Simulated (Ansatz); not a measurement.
Basis sets compared for Rb5H4⁺. Charge 1, multiplicity 1. Geometry PBE-D4/def2-SVP. Ansatz on 4 threads of AMD EPYC 7B13 on a shared host; times are rough, and most runs start from earlier orbitals.

```xyz
9

Rb    0.558   -0.757   -0.818
Rb   -1.393   -2.699    2.183
Rb    2.910    0.321    2.327
Rb    1.018    3.206   -1.634
Rb   -3.285    0.186   -1.778
H    -0.911    1.396   -2.063
H     2.226    1.457   -0.002
H    -2.123   -1.596   -0.148
H     0.999   -1.515    1.934
```

In the def2 sets Rb takes a core potential; there is no spin–orbit coupling. The structure comes from a short search, and lower isomers may exist.

| level | functions | energy (Eh) | HOMO (eV) | LUMO (eV) | wall time |
| --- | --- | --- | --- | --- | --- |
| PBE-D4/def2-SVP | 140 | -122.7218 | -6.21 | -3.23 | 2.1 s |
| PBE0-D4/def2-SVP | 140 | -122.7293 | -7.19 | -2.73 | 2.2 s |

Question: Estimate the rows for PBE-D4/def2-TZVP (with forces), PBE0-D4/def2-TZVP.

Answer: 
```csv
level,functions,energy (Eh),HOMO (eV),LUMO (eV),wall time
PBE-D4/def2-TZVP (with forces),189,-122.7301,-6.26,-3.23,3.5 s
PBE0-D4/def2-TZVP,189,-122.7369,-7.24,-2.73,3.4 s
```
